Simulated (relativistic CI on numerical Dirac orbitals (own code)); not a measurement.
## Pt XXVIII: q coefficients and field-shift factors

These numbers are calculated, not measured: Dirac-Coulomb-Breit CI, orbitals from a KLI potential per configuration, derivatives by finite differences, unscaled Slater integrals, QED left out (own radial code, finite nucleus).

CI space (outside the closed core [Ar] 3d10 4p6 4d10): 4s²4f⁵, 4s²4f⁴5s, 4s²4f³5s², 4s4f⁴5s². Levels of other configurations are missing.

With x = (α/α₀)² − 1 an excitation energy changes as ω = ω₀ + qx; K = 2q/ω₀ is the relative enhancement. Terms are leading LS components, so labels can repeat. The field-shift factor is F = δν/δ⟨r²⟩ for the transition from the lowest level.

Lowest level 4s²4f⁵ ⁶H°5/2.

| Level | ω₀ (cm⁻¹) | q (cm⁻¹) | F (GHz/fm²) |
| --- | --- | --- | --- |
| 4s²4f⁵ ⁶H°7/2 | 16192.9 | 25540 | 1.24 |
| 4s²4f⁵ ⁶H°9/2 | 29806.0 | 40620 | 2.03 |
| 4s²4f⁵ ⁶F°5/2 | 31439.0 | 16360 | 1.03 |
| 4s²4f⁵ ⁶F°3/2 | 32727.8 | 22910 | 1.31 |
| 4s²4f⁵ ⁶F°1/2 | 35003.6 | 29500 | 1.61 |
| 4s²4f⁵ ⁶H°11/2 | 40581.7 | 46980 | 2.42 |
| 4s²4f⁵ ⁶F°7/2 | 45607.6 | 37270 | 2.06 |
| 4s²4f⁵ ⁶H°13/2 | 48814.4 | 46720 | 2.51 |
| 4s²4f⁵ ⁶H°15/2 | 51303.1 | 27610 | 1.76 |
| 4s²4f⁵ ⁶F°9/2 | 58334.2 | 47600 | 2.64 |
| 4s²4f⁵ ⁶F°5/2 | 63720.9 | 42310 | 2.47 |
| 4s²4f⁵ ⁴M°15/2 | 66723.2 | 45680 | 2.67 |
| 4s²4f⁵ ⁶F°11/2 | 69625.2 | 52910 | 2.99 |
| 4s²4f⁵ ⁴F°3/2 | 71841.3 | 45170 | 2.68 |
| 4s²4f⁵ ⁴I°9/2 | 75263.2 | 34940 | 2.3 |
| 4s²4f⁵ ⁴L°13/2 | 75420.0 | 37890 | 2.44 |
| 4s²4f⁵ ⁴K°11/2 | 76143.6 | 38820 | 2.47 |
| 4s²4f⁵ ⁴P°5/2 | 81211.2 | 32120 | 2.24 |
| 4s²4f⁵ ⁴G°7/2 | 82412.3 | 52450 | 3.1 |
| 4s²4f⁵ ⁴M°17/2 | 83492.2 | 44890 | 2.84 |
| 4s²4f⁵ ²P°1/2 | 89082.3 | 34050 | 2.4 |
| 4s²4f⁵ ⁶P°3/2 | 94813.5 | 38910 | 2.67 |
| 4s²4f⁵ ⁴L°15/2 | 95191.6 | 53940 | 3.33 |

At this charge energies of transitions that change n are usually good to better than 1 %, and those within a shell (Δn = 0) to a few per cent. Terms inside the open d or f shell come out 10 to 20 % too wide with unscaled integrals.

Q: Which transition from the lowest level has the largest |K|?

A: 4s²4f⁵ ⁶H°7/2 at 16192.9 cm⁻¹, K = 3.15.
